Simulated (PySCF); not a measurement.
Level of theory: B3LYP-D3(BJ)/def2-TZVP // BP86-D3(BJ)/def2-SVP run with PySCF. Gas-phase values, no solvent. One relaxed conformer stands for a flexible species; it need not be the lowest. B3LYP has the VWN-RPA correlation part, as in Gaussian. 

Reference species: [Ti(NH2)4] (neutral, multiplicity 1).

```
Quantity               Result
-------------------  --------
LUMO                 -0.98 eV
HOMO                 -6.55 eV
coordination number         4
```

After one change: the LUMO rises by 0.65 eV; the HOMO rises by 0.09 eV; the coordination number is nearly the same.

**Question.** Name the change that produced these shifts. The new species is one of these.
A) [W(=O)2(NH2)2]
B) [Zr(NH2)4]
C) [Mo(=O)(NH2)4]
D) [V(=O)(NH2)3]

**Answer.** B, [Zr(NH2)4]
